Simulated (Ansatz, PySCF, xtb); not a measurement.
Donor–acceptor adduct: GaH2I (SMILES [GaH2][I]) (first 4 atoms) with H2O (SMILES O); geometry from B3LYP-D3(BJ)/def2-TZVP, rigid monomers moved along the line of their centres of mass till Ga1···O5 is 2.01 Å.
(charge 0, multiplicity 1):
```xyz
7

Ga    -0.0273    -1.2065     1.5089
I     -0.1618     1.0681     0.2849
H      1.3965    -1.8371     1.4839
H     -1.4106    -1.9196     1.6619
O     -0.0056    -0.1817     3.2361
H      0.1589     0.7471     3.0042
H     -0.8770    -0.2076     3.6536
```

Monomers are frozen at their geometry in the pair; levels with a basis set take the counterpoise correction.

Correlated levels freeze the cores. Filled d and f shells under p-block atoms count as core. CBS(a, b) extrapolates the correlation energy as X⁻³ and adds the Hartree–Fock energy of set b.

Run with Ansatz (an electronic-structure program) with Gaussian orbitals; PySCF for the dispersion terms; xtb for the GFN methods. Each number belongs to the level named beside it. In def2 rows elements past Kr take small-core potentials, without spin–orbit coupling.

```
level                                interaction energy (meV)
-----------------------------------  ------------------------
GFN2-xTB                                              -1074.3
PBE-D4/def2-TZVPPD                                     -669.8
r2SCAN/def2-TZVPPD                                     -799.9
r2SCAN-D4/def2-TZVPPD                                  -816.4
PBE0/def2-TZVPPD                                       -707.3
PBE0-D4/def2-TZVPPD                                         ?
MP2/def2-TZVPPD                                        -683.2
CCSD(T)/def2-SVPD                                           ?
CCSD(T)/CBS(def2-SVPD, def2-TZVPPD)                    -684.5
```

What belongs in the gaps?


- PBE0-D4/def2-TZVPPD, interaction energy (meV): -768.0
- CCSD(T)/def2-SVPD, interaction energy (meV): -517.4
